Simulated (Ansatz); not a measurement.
`O[Si](F)(Br)Br` + HCl → `O[Si](F)(Cl)Br` + HBr at 500 K and 1 bar (ligand exchange at the Si–Br bond).

Computed with Ansatz on PBE0-D4/def2-TZVP structures; ΔE is electronic, products minus reactants. CCSD(T)/CBS is the MP2 limit (def2-TZVPP, def2-QZVPP) plus CCSD(T) − MP2 in def2-TZVPP, frozen cores. This one scheme is used for every species. For Br outer-core shells are correlated without core-valence functions, which leaves a few kJ/mol of doubt a bond. Scalar relativity is left out up to krypton. One conformer a species, not always the lowest.

| species | CCSD(T)/CBS energy (Eh) | H − E (kJ/mol) | S (J/(mol·K)) |
| --- | --- | --- | --- |
| `O[Si](F)(Br)Br` | -5611.50823 | 94.1 | 418.8 |
| HCl | -460.38127 | 32.5 | 201.9 |
| `O[Si](F)(Cl)Br` | -3497.97222 | 94.5 | 406.4 |
| HBr | -2573.91920 | 30.5 | 213.7 |

H − E and S are ideal-gas, rigid-rotor, harmonic terms from PBE0-D4/def2-TZVP, for one conformer and one mirror image of each species. 1 Eh = 2625.50 kJ/mol, R = 8.31446 J/(mol·K).

Question: By hand: ΔE, ΔH, ΔS and ΔG.

Answer: ΔE = (-3497.97222) + (-2573.91920) − (-5611.50823) − (-460.38127) = -0.00192 Eh = -5.0 kJ/mol. Δ(H − E) = 94.5 + 30.5 − 94.1 − 32.5 = -1.6, so ΔH = -6.6 kJ/mol. ΔS = 406.4 + 213.7 − 418.8 − 201.9 = -0.6 J/(mol·K). ΔG = -6.6 − 500 × (-0.6)/1000 = -6.3 kJ/mol.

Question: By hand: the equilibrium constant, and the temperature at which ΔG would vanish if ΔH and ΔS stayed fixed.

Answer: log₁₀ K = −ΔG/(RT ln 10) = 0.7. ΔG = 0 at ΔH/ΔS = 11000 K, far beyond where these terms or the molecules hold.

The number of gas molecules stays the same, so ΔS is small and ΔH decides. A doubt of 5 kJ/mol in ΔE shifts log₁₀ K by 0.5 here. Other conformers and mirror images would add mixing entropy, several J/(mol·K) or more a flexible species. These are equilibria of isolated gas molecules and say nothing of rates. Largest T1 diagnostic: 0.009 (customary marks: 0.02 for closed shells, 0.045 for open ones).
